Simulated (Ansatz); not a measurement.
Silicon tetrachloride + H₂O → `O[Si](Cl)(Cl)Cl` + HCl at 500 K and 1 bar (formal hydrolysis of the Si–Cl bond).

Computed with Ansatz on PBE0-D4/def2-TZVP structures; ΔE is electronic, products minus reactants. CCSD(T)/CBS is the MP2 limit (def2-TZVPP, def2-QZVPP) plus CCSD(T) − MP2 in def2-TZVPP, frozen cores. This one scheme is used for every species. One conformer a species, not always the lowest.

```
           species  CCSD(T)/CBS energy (Eh)  H − E (kJ/mol)  S (J/(mol·K))
`Cl[Si](Cl)(Cl)Cl`              -2128.39959            58.2          381.3
               H₂O                -76.37941            73.2          206.3
 `O[Si](Cl)(Cl)Cl`              -1744.40331            93.4          406.3
               HCl               -460.38127            32.5          201.9
```

H − E and S are ideal-gas, rigid-rotor, harmonic terms from PBE0-D4/def2-TZVP, for one conformer and one mirror image of each species. 1 Eh = 2625.50 kJ/mol, R = 8.31446 J/(mol·K).

Question: By hand: ΔE, ΔH, ΔS and ΔG.

Answer: ΔE = (-1744.40331) + (-460.38127) − (-2128.39959) − (-76.37941) = -0.00558 Eh = -14.7 kJ/mol. Δ(H − E) = 93.4 + 32.5 − 58.2 − 73.2 = -5.5, so ΔH = -20.2 kJ/mol. ΔS = 406.3 + 201.9 − 381.3 − 206.3 = 20.6 J/(mol·K). ΔG = -20.2 − 500 × (20.6)/1000 = -30.5 kJ/mol.

Question: By hand: the equilibrium constant, and the temperature at which ΔG would vanish if ΔH and ΔS stayed fixed.

Answer: log₁₀ K = −ΔG/(RT ln 10) = 3.2. ΔH and −TΔS have one sign here, so there is no such temperature.

TΔS isn't small against ΔH here. A doubt of 5 kJ/mol in ΔE shifts log₁₀ K by 0.5 here. Other conformers and mirror images would add mixing entropy, several J/(mol·K) or more a flexible species. These are equilibria of isolated gas molecules and say nothing of rates. Largest T1 diagnostic: 0.009 (customary marks: 0.02 for closed shells, 0.045 for open ones).
